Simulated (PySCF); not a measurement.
Ge(H)2(Et)(OH) (C2H8GeO), SMILES [CH2](C)[GeH2][OH].

Geometry optimised at PBE-D3(BJ)/def2-SVP. The structure was generated by enumeration, and PubChem lists no compound with its InChIKey, so it may never have been made. The values are those of a single conformer.

Method: PBE0/def2-TZVP run with PySCF.

```json
{
  "total_energy": "-2232.89073 hartree",
  "highest_occupied_level": "-7.84 eV",
  "lowest_empty_level": "0.32 eV",
  "orbital_gap": "8.16 eV",
  "dipole_moment": "1.94 D",
  "quadrupole, principal values (traceless, Buckingham form, about the centre of nuclear charge)": "-5.58, 0.05, 5.53 D·Å",
  "mean_static_polarisability": "59.5 bohr³ (8.82 Å³)",
  "polarisability_principal_values": "54.5, 56.9, 67.2 bohr³"
}
```
